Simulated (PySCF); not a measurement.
Radial density of Ga³⁺ (gallium, charge +3)

B97-3, [Ar] 3d10, closed-shell 1S. All numbers are calculated (PySCF 2.14, no relativity, point nucleus, in def2-QZVPPD (12s7p5d4f1g, 95 functions)).

```
r (bohr)  4πr²ρ (e/bohr)
0.000837          0.1706
 0.00141          0.4659
 0.00237           1.242
 0.00399           3.178
 0.00670           7.599
  0.0113           16.21
  0.0190           28.62
  0.0319           37.34
  0.0537           33.29
  0.0903           32.05
   0.152           43.46
   0.255           28.03
   0.430           23.72
   0.722           22.09
    1.22           5.317
    2.04          0.3878
    3.44        0.004954
```
